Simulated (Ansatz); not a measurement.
`[SiH3][SnH3]` and `[SiH3][SnH2][Cl]` differ in one atom or group.

Ansatz, PBE0-D4/def2-TZVP geometries, multiplicity 1. 

Elements past krypton have def2 core potentials.

| property | `[SiH3][SnH3]` |
| --- | --- |
| HOMO energy (PBE/def2-TZVPP) / eV | -6.96 |
| LUMO energy (PBE0/def2-TZVPP) / eV | -0.07 |
| zero-point energy (PBE0-D4/def2-TZVP) / kJ/mol | 116.6 |
| size of the dipole moment (ωB97M-V/def2-TZVPP) / D | 0.27 |
| ideal-gas entropy at 298 K and 1 bar (rigid rotor, harmonic PBE0-D4/def2-TZVP) / J/(mol·K) | 307 |
| HOMO–LUMO gap (PBE0/def2-TZVPP) / eV | 7.93 |

**Question.** Give the same properties after the change, and the shifts. (Best estimate.)

**Answer.** Ansatz gave: 
```csv
property,`[SiH3][SnH2][Cl]`,shift
HOMO energy (PBE/def2-TZVPP) / eV,-6.86,0.10
LUMO energy (PBE0/def2-TZVPP) / eV,-1.06,-0.99
zero-point energy (PBE0-D4/def2-TZVP) / kJ/mol,103.4,-13.2
size of the dipole moment (ωB97M-V/def2-TZVPP) / D,2.80,2.53
"ideal-gas entropy at 298 K and 1 bar (rigid rotor, harmonic PBE0-D4/def2-TZVP) / J/(mol·K)",353,46
HOMO–LUMO gap (PBE0/def2-TZVPP) / eV,6.97,-0.96
```

Dipoles are sizes alone; their direction can turn.
